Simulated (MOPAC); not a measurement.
MOPAC input (PM3):

```
PM3 1SCF CHARGE=-1 GEO-OK AUX(PRECISION=9) THREADS=1
H4BO3Si

O    -1.92322600 1   -1.18393300 1   -0.01810100 1
B    -0.86423500 1   -0.29074300 1   -0.20027400 1
O    -1.08109800 1    0.71905700 1   -1.11277600 1
O     0.27677900 1   -0.45632000 1    0.50167800 1
Si    1.66631900 1    0.63865800 1    0.32396600 1
H    -1.63709700 1   -1.82770300 1    0.63752400 1
H    -0.26018600 1    1.25589000 1   -1.13012000 1
H     1.94540800 1    0.88004400 1    1.81614500 1
H     2.76494500 1   -0.42616600 1    0.17588800 1
```

Output:

```
 *******************************************************************************
 **                                                                           **
 **                              MOPAC v23.2.5                                **
 **                                                                           **
 *******************************************************************************
 ** MOPAC's Digital Object Identifier: https://doi.org/10.5281/zenodo.6511958 **
 **                                                                           **
 ** Please cite the open-source release paper for use of this MOPAC version:  **
 ** J. E. Moussa and J. J. P. Stewart (2026)                                  **
 ** MOPAC: An open-source semiempirical molecular orbital program             **
 ** J. Open Source Softw., 11(119), 8025, https://doi.org/10.21105/joss.08025 **
 *******************************************************************************

                              PM3 CALCULATION RESULTS

 *******************************************************************************
 *  PM3        - The PM3 Hamiltonian to be used
 *  GEO-OK     - OVERRIDE INTERATOMIC DISTANCE AND OTHER SAFETY CHECKS
 *
 *
 *
 *                 CHARGE ON SYSTEM = -1
 *
 *
 *
 *  1SCF       - DO 1 SCF AND THEN STOP
 *  AUX        - OUTPUT AUXILIARY INFORMATION
 *******************************************************************************
PM3 1SCF CHARGE=-1 GEO-OK AUX(PRECISION=9) THREADS=1
 H4BO3Si

   ATOM   CHEMICAL          X               Y               Z
  NUMBER   SYMBOL      (ANGSTROMS)     (ANGSTROMS)     (ANGSTROMS)

     1       O         -1.92322600  *  -1.18393300  *  -0.01810100  *
     2       B         -0.86423500  *  -0.29074300  *  -0.20027400  *
     3       O         -1.08109800  *   0.71905700  *  -1.11277600  *
     4       O          0.27677900  *  -0.45632000  *   0.50167800  *
     5      Si          1.66631900  *   0.63865800  *   0.32396600  *
     6       H         -1.63709700  *  -1.82770300  *   0.63752400  *
     7       H         -0.26018600  *   1.25589000  *  -1.13012000  *
     8       H          1.94540800  *   0.88004400  *   1.81614500  *
     9       H          2.76494500  *  -0.42616600  *   0.17588800  *

          CARTESIAN COORDINATES

    NO.       ATOM           X           Y           Z

     1         O         -1.9232     -1.1839     -0.0181
     2         B         -0.8642     -0.2907     -0.2003
     3         O         -1.0811      0.7191     -1.1128
     4         O          0.2768     -0.4563      0.5017
     5        Si          1.6663      0.6387      0.3240
     6         H         -1.6371     -1.8277      0.6375
     7         H         -0.2602      1.2559     -1.1301
     8         H          1.9454      0.8800      1.8161
     9         H          2.7649     -0.4262      0.1759

  H: (PM3): J. J. P. STEWART, J. COMP. CHEM. 10, 209 (1989).
  B: (PM3): J. J. P. STEWART, J. MOL. MOD., 10, 155-164 (2004)
  O: (PM3): J. J. P. STEWART, J. COMP. CHEM. 10, 209 (1989).
 Si: (PM3): J. J. P. STEWART, J. COMP. CHEM. 10, 209 (1989).

           Empirical Formula: H4 O3 B Si  =     9 atoms

      MOLECULAR POINT GROUP   :   Cs

      RHF CALCULATION, NO. OF DOUBLY OCCUPIED LEVELS = 15

 -------------------------------------------------------------------------------
 PM3 1SCF CHARGE=-1 GEO-OK AUX(PRECISION=9) THREADS=1
 H4BO3Si

     1SCF WAS SPECIFIED, SO BFGS WAS NOT USED
     SCF FIELD WAS ACHIEVED

                              PM3 CALCULATION
                                                       MOPAC v23.2.5 Linux

          FINAL HEAT OF FORMATION =       -277.89572 KCAL/MOL =   -1162.71571 KJ/MOL

          COSMO AREA              =        123.93 SQUARE ANGSTROMS
          COSMO VOLUME            =        112.92 CUBIC ANGSTROMS

          IONIZATION POTENTIAL    =          3.055285 EV
          HOMO LUMO ENERGIES (EV) =         -3.055  5.211
          NO. OF FILLED LEVELS    =         15
          MOLECULAR WEIGHT        =         90.9253         POINT GROUP:  Cs

          MOLECULAR DIMENSIONS (Angstroms)

            Atom       Atom       Distance
            H     9    O     1     4.75298
            H     7    H     6     3.37181
            O     3    H     8     2.17136

          SCF CALCULATIONS        =          1

   ATOM   CHEMICAL          X               Y               Z
  NUMBER   SYMBOL      (ANGSTROMS)     (ANGSTROMS)     (ANGSTROMS)

     1       O         -1.92322600  *  -1.18393300  *  -0.01810100  *
     2       B         -0.86423500  *  -0.29074300  *  -0.20027400  *
     3       O         -1.08109800  *   0.71905700  *  -1.11277600  *
     4       O          0.27677900  *  -0.45632000  *   0.50167800  *
     5      Si          1.66631900  *   0.63865800  *   0.32396600  *
     6       H         -1.63709700  *  -1.82770300  *   0.63752400  *
     7       H         -0.26018600  *   1.25589000  *  -1.13012000  *
     8       H          1.94540800  *   0.88004400  *   1.81614500  *
     9       H          2.76494500  *  -0.42616600  *   0.17588800  *

                             CARTESIAN COORDINATES

   1    O       -1.923226000    -1.183933000    -0.018101000
   2    B       -0.864235000    -0.290743000    -0.200274000
   3    O       -1.081098000     0.719057000    -1.112776000
   4    O        0.276779000    -0.456320000     0.501678000
   5   Si        1.666319000     0.638658000     0.323966000
   6    H       -1.637097000    -1.827703000     0.637524000
   7    H       -0.260186000     1.255890000    -1.130120000
   8    H        1.945408000     0.880044000     1.816145000
   9    H        2.764945000    -0.426166000     0.175888000

           Empirical Formula: H4 O3 B Si  =     9 atoms

      MOLECULAR POINT GROUP   :   Cs

                  EIGENVALUES
 -34.03046 -33.65633 -32.27082 -16.49338 -14.21952 -12.14381 -12.07313 -11.78528
 -10.32935  -8.27916  -8.13590  -7.88558  -7.82569  -5.49978  -3.05528   5.21130
   6.36284   6.45872   6.90556   7.19677   8.54304   9.04091   9.64168  10.49923

              NET ATOMIC CHARGES AND DIPOLE CONTRIBUTIONS

  ATOM NO.   TYPE          CHARGE      No. of ELECS.   s-Pop       p-Pop
    1          O          -0.258760        6.2588     1.73677     4.52199
    2          B           0.028523        2.9715     0.98740     1.98408
    3          O          -0.281694        6.2817     1.73519     4.54651
    4          O          -0.383987        6.3840     1.72870     4.65529
    5         Si          -0.196670        4.1967     1.56556     2.63111
    6          H           0.196899        0.8031     0.80310
    7          H           0.256161        0.7438     0.74384
    8          H          -0.180235        1.1802     1.18024
    9          H          -0.180235        1.1802     1.18024
 DIPOLE           X         Y         Z       TOTAL
 POINT-CHG.    -4.473     0.117    -2.328     5.044
 HYBRID         0.747    -3.049     2.801     4.207
 SUM           -3.726    -2.931     0.473     4.765

          ATOMIC ORBITAL ELECTRON POPULATIONS

     Atom    s        px        py        pz
    1  O   1.73677   1.51473   1.42803   1.57922
    2  B   0.98740   0.66808   0.67269   0.64331
    3  O   1.73519   1.46861   1.45011   1.62779
    4  O   1.72870   1.34170   1.66427   1.64932
    5 Si   1.56556   0.66976   0.96709   0.99427
    6  H   0.80310
    7  H   0.74384
    8  H   1.18024
    9  H   1.18024

 **********************
 *                    *
 * JOB ENDED NORMALLY *
 *                    *
 **********************

 == MOPAC DONE ==
```

The dipole moment of an ion depends on the origin.

The geometry given is a B3LYP-D3(BJ)/def2-TZVP minimum.
